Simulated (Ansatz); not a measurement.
Molecule: C₃H₉Si, net charge 0, doublet state. It need not be the lowest isomer of its formula. 
Geometry from a B3LYP-D3(BJ)/def2-TZVP (Ansatz, an electronic-structure program) optimisation:
```
Si
C 1 1.8861
H 2 1.0914 1 111.41
H 2 1.0914 3 108.02 1 122.68
H 2 1.0958 3 107.84 4 116.31
C 1 1.8861 2 110.08 3 179.59
H 6 1.0914 1 111.41 2 -179.59
H 6 1.0914 7 108.02 1 -122.68
H 6 1.0958 7 107.84 8 -116.31
C 1 1.8861 2 110.08 3 -58.88
H 10 1.0914 1 111.41 2 58.88
H 10 1.0914 11 108.02 1 -122.68
H 10 1.0958 11 107.84 12 -116.31
```
Charge 0, spin multiplicity 2.

Dipole moments at this geometry, in debye (magnitudes).

```tsv
level	program	dipole (D)
SVWN5/def2-TZVPD	Ansatz	0.80
PBE/def2-TZVPD	Ansatz	0.74
revPBE/def2-TZVPD	Ansatz	0.72
r2SCAN/def2-TZVPD	Ansatz	0.72
B97M-V/def2-TZVPD	Ansatz	___
PBE0/def2-TZVPD	Ansatz	0.71
r2SCANh/def2-TZVPD	Ansatz	0.70
r2SCAN0/def2-TZVPD	Ansatz	0.68
HSE06/def2-TZVPD	Ansatz	0.71
CAM-B3LYP/def2-TZVPD	Ansatz	0.65
LC-wPBE/def2-TZVPD	Ansatz	0.71
wB97X-V/def2-TZVPD	Ansatz	0.73
CCSD(T)/aug-cc-pV(D+d)Z	Ansatz	___
```

### Question
What belongs in the gaps?

### Answer

- B97M-V/def2-TZVPD, dipole (D): 0.67
- CCSD(T)/aug-cc-pV(D+d)Z, dipole (D): 0.65
